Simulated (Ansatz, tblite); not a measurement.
Cost and result up the ladder for the cluster In4Sn (the lowest singlet isomer of a short search) (5 atoms). Charge 0, multiplicity 1. Geometry: r2SCAN-D4/def2-SVP.

```xyz
5

In   -2.3460   -0.9834    1.5673
In    0.8700    1.2912   -1.8913
In    0.3530   -1.5573   -1.6392
In    0.6338    2.0229    0.9121
Sn    0.4892   -0.7735    1.0511
```

Ansatz on 4 threads of Arm Neoverse V1 on a shared host; xTB runs through tblite on one thread. Times are rough, summed over both states, and most runs start from the orbitals of an earlier one. No level here is sound enough to serve as a yardstick. The other state is a doublet.

In the def2 sets In, Sn take a core potential; there is no spin–orbit coupling. The xTB rows come from tblite. HOMO above LUMO, or a gap near zero within one spin, warns that the state may not be the lowest or that an electron is smeared out. The structure comes from a short search, and lower isomers may exist.

Run but left out: HF/def2-SVP (singlet: restricted singlet, unstable towards broken spin symmetry); MP2/def2-SVP, CCSD/def2-SVP, CCSD(T)/def2-SVP (charge +1 doublet: ⟨S²⟩ 1.41, where a pure state has 0.75).

Raw xTB energies of ions are shifted by several eV.

| level | functions | wall time | vertical IE (eV) | remarks |
| --- | --- | --- | --- | --- |
| GFN1-xTB | 45 | 0.012 s | 9.09 | – |
| GFN2-xTB | 45 | 0.021 s | 9.17 | – |
| PBE-D4/def2-TZVP | 250 | 31 s | 6.21 | gap within one spin near zero (+1 doublet) |
| r2SCAN-D4/def2-TZVP (with forces) | 250 | 80 s | 6.25 | – |
